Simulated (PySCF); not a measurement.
# Electron correlation in Te (tellurium, neutral)

[Kr] 4d10 5s2 5p4, high-spin 3P determinant. All numbers are calculated (PySCF 2.14, a scalar-relativistic core potential, in aug-cc-pwCVTZ-PP with ECP28MDF). Frozen: 4s2 4p6 4d10; 6 electrons correlated.

MP2 pair energies summed by pair of shells (mhartree):

```
 pair  energy  share (%)
5s-5p  -41.78       46.4
5p-5p  -40.35       44.8
5s-5s   -7.88        8.8
```

Total MP2 correlation energy: -90.01 mhartree.

Same-spin part -19.94 and opposite-spin part -70.07 mhartree; SCS-MP2 scales them by 1/3 and 6/5 to -90.73 mhartree.
